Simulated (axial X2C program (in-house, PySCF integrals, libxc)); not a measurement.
**Potential curves of BeSe⁻, without spin–orbit coupling**

Computed with an in-house relativistic program for diatomic molecules. Spin-free means the one-electron spin-free X2C Hamiltonian. Basis: Se dyall-acv3z [9s10p7d5f1g], Be dyall-av3z [9s9p4d2f] (cores contracted in-house); Gaussian nuclei, density fitting, unrestricted open shells. Masses: Se 79.917 u, Be 9.012 u.

State: M_S = 1/2, Λ = 0 (beyond evenly filled blocks: σα). Energies in cm⁻¹ from the fragments at the same level (Se- + Be). Fits are polynomials in 1 − R0/R over 0.85 to 1.23 times the lowest point R0.

| R (Å) | PBE0 | CCSD | CCSD(T) |
| --- | --- | --- | --- |
| 1.6878 | -21231 |  |  |
| 1.7654 | -24784 | -20227 | -21244 |
| 1.8236 | -26330 | -21909 | -22970 |
| 1.8818 | -27136 | -22819 | -23924 |
| 1.9400 | -27353 | -23116 | -24267 |
| 2.0079 | -27032 | -22861 | -24067 |
| 2.0758 | -26245 | -22118 | -23380 |
| 2.1631 | -24746 | -20658 | -21992 |
| 2.2698 | -22447 |  |  |
| 2.4250 | -18698 |  |  |

Correlated methods: 9 electrons correlated (number of frozen shells: Se 3 s, 2 p, 1 d; Be 1 s), 255 virtual spin orbitals or spinors in MP2, 89 natural virtuals in coupled cluster.

The state is one determinant whose occupation by symmetry is held fixed; it was picked as the lowest of a PBE0 search that is not exhaustive. Dissociation energies refer to the lowest single-determinant-based atoms at the same level and basis. CCSD and (T) use frozen natural virtuals with an MP2 correction for the truncation; (T) itself is uncorrected, so its De runs slightly low. Spin-free De lacks the spin–orbit lowering of the heavy p-block atom, a tenth of an eV or more for 4p and 5p, up to an eV for 6p and one to two eV for 7p atoms, less what an open-shell molecule gains itself. Coupled cluster ran on the points near the minimum only. MP2 and coupled cluster on one determinant become unreliable at the stretched end.

Task: What are Re, ωe and De at the PBE0 level?

Result: At PBE0, spin-free: Re = 1.936 Å, ωe ≈ 757 cm⁻¹, De = 3.39 eV to Se- + Be; Be follows as 0.555 cm⁻¹.

Task: What are Re, ωe and De at the CCSD level?

Result: At CCSD, spin-free: Re = 1.944 Å, ωe ≈ 761 cm⁻¹, De = 2.87 eV to Se- + Be; Be follows as 0.551 cm⁻¹.

Task: Fit the CCSD(T) curve near its minimum: give the equilibrium distance, the harmonic wavenumber and the well depth.

Result: At CCSD(T), spin-free: Re = 1.950 Å, ωe ≈ 750 cm⁻¹, De = 3.01 eV to Se- + Be; Be follows as 0.547 cm⁻¹.
